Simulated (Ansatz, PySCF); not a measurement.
Gas-phase reaction in SMILES: [SiH3][SiH2]Cl → [SiH2-][SiH2]Cl + H+
Geometries: B3LYP-D3(BJ)/def2-TZVP minima from Ansatz (an electronic-structure program), one conformer each, not searched for the lowest.

Property: gas-phase deprotonation energy (enthalpy at 298 K, with B3LYP-D3(BJ) rigid-rotor harmonic-oscillator terms from PySCF), in kcal/mol. Correlated levels leave the core frozen unless marked. Spin-orbit coupling is left out. No relativistic terms. Anions need diffuse functions: aug- sets have them; def2-D sets add few; the other sets have none. Basis-set limits of correlation are two-point, X^-3; Hartree-Fock from the larger set.

CCSD(T)/CBS(aug-cc-pV(T+d)Z,aug-cc-pV(Q+d)Z) (Ansatz) gives 352.4 kcal/mol.

Another calculation gave 352.4 kcal/mol. Which level was it?
(A) BHLYP/def2-TZVPD (Ansatz)
(B) B3LYP/def2-TZVPD (Ansatz)
(C) BLYP/def2-TZVPD (Ansatz)
(D) PBE/def2-TZVPD (Ansatz)

B, B3LYP/def2-TZVPD (Ansatz). The others give 346.6 (PBE), 356.5 (BHLYP), 349.5 (BLYP) kcal/mol.
